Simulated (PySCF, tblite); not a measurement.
Isomers of C8H15P, one GFN2-xTB conformer each. Single-point energies are computed at PBE0/pcSseg-1 (PySCF, gas phase, no added dispersion term), electronic only.

**Question.** Rank them by PBE0/pcSseg-1 energy, lowest first (kcal/mol).
A. `[CH2:1]=[CH:2][P:3]([CH3:4])[CH:5]1[CH2:6][CH2:7][CH2:8][CH2:9]1` with C1–C2–P3–C4 29°, C2–P3–C5–C6 -40°, P3–C5–C6–C7 121°, C5–C6–C7–C8 26°, C6–C7–C8–C9 -41°, C7–C8–C9–C5 39°
B. `[CH2:1]=[P@:2]12[CH2:3][CH2:4][CH2:5][C@H:6]1[CH2:7][CH2:8][CH2:9]2` with C1–P2–C3–C4 -155°, P2–C3–C4–C5 36°, C3–C4–C5–C6 -49°, C4–C5–C6–C7 -77°

**Answer.** A (0.0), B (9.6).

As drawn, the lower has a C=C bond outside aromatic rings, which the higher lacks. GFN2-xTB itself gives, in the same order: 0.0, 2.1. Both levels put the same isomer lowest.

**Question.** Which frontier levels, dipoles and rotational constants go with these structures?

**Answer.** 
```tsv
SMILES	HOMO (eV, PBE0/pcSseg-1)	LUMO (eV)	dipole (D)	A, B, C (MHz)
C=CP(C)C1CCCC1	-6.27	-0.05	1.35	2236, 939.6, 853.1
C=[P@]12CCC[C@H]1CCC2	-5.05	1.06	3.32	1711, 1615, 1078
```

**Question.** What happens when harmonic zero-point energies from GFN2-xTB frequencies are added?

**Answer.** 
```csv
SMILES,ZPE (kcal/mol),electronic (kcal/mol),with ZPE (kcal/mol)
C=CP(C)C1CCCC1,130.8,0.0,0.0
C=[P@]12CCC[C@H]1CCC2,131.1,9.6,9.8
```

The zero-point energies span 0.3 kcal/mol. The order is unchanged.
